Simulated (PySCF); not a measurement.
## One molecule, a ladder of functionals, a line

Molecule: SMILES N[SiH](N)CC=O, C₂H₈N₂OSi.

Molfile (atoms numbered from 1):
```
C2H8N2OSi
     RDKit          3D

 14 13  0  0  0  0  0  0  0  0999 V2000
   -0.7011    1.4813   -0.6007 N   0  0  0  0  0  0  0  0  0  0  0  0
   -0.6687    0.0493    0.3441 Si  0  0  0  0  0  4  0  0  0  0  0  0
   -2.0965   -0.8615    0.0659 N   0  0  0  0  0  0  0  0  0  0  0  0
    0.9601   -0.7684   -0.2457 C   0  0  0  0  0  0  0  0  0  0  0  0
    2.1225    0.1171    0.0185 C   0  0  0  0  0  0  0  0  0  0  0  0
    2.3544    1.1373   -0.5883 O   0  0  0  0  0  0  0  0  0  0  0  0
   -1.3967    2.2042   -0.4630 H   0  0  0  0  0  0  0  0  0  0  0  0
    0.1958    1.8544   -0.9046 H   0  0  0  0  0  0  0  0  0  0  0  0
   -0.5918    0.1632    1.8375 H   0  0  0  0  0  0  0  0  0  0  0  0
   -2.4633   -1.5061    0.7541 H   0  0  0  0  0  0  0  0  0  0  0  0
   -2.4275   -1.0646   -0.8693 H   0  0  0  0  0  0  0  0  0  0  0  0
    0.8269   -0.8832   -1.3345 H   0  0  0  0  0  0  0  0  0  0  0  0
    1.0773   -1.7553    0.2247 H   0  0  0  0  0  0  0  0  0  0  0  0
    2.7842   -0.1861    0.8717 H   0  0  0  0  0  0  0  0  0  0  0  0
  1  2  1  0
  2  3  1  0
  2  4  1  0
  4  5  1  0
  5  6  2  0
  1  7  1  0
  1  8  1  0
  2  9  1  0
  3 10  1  0
  3 11  1  0
  4 12  1  0
  4 13  1  0
  5 14  1  0
M  END
```

GIAO shieldings (ppm, equivalent atoms averaged) in PySCF 2.14 on the PBE0-D3(BJ)/def2-SVP geometry, basis pcSseg-1, gas phase, non-relativistic:

```csv
functional,exact exchange (%),σ(N1/N3),σ(Si2),σ(C4)
BLYP,0,233.6,366.0,128.7
BP86,0,235.7,372.8,133.6
PBE,0,236.2,373.1,133.6
B3LYP,20,238.4,377.8,134.6
mPW1PW91,25,241.3,386.8,140.2
BHandHLYP,50,244.3,395.8,142.3
HF,100,251.9,428.5,154.4
```

(1) Fit each shielding as a line in the percentage of exact exchange.

(2) What does the line predict for PBE0 (25 %), and what does the run give?

Answers

(1) σ(N1/N3) = 235.5 + 0.17 x (rms 1.0 ppm); σ(Si2) = 369.9 + 0.57 x (rms 3.0 ppm); σ(C4) = 132.0 + 0.22 x (rms 2.0 ppm). The functionals also differ in their semilocal parts, which the line can't hold; Hartree–Fock has no correlation at all.

(2) σ(N1/N3): 239.8 predicted, 241.9 computed; σ(Si2): 384.1 predicted, 387.7 computed; σ(C4): 137.5 predicted, 140.6 computed ppm.
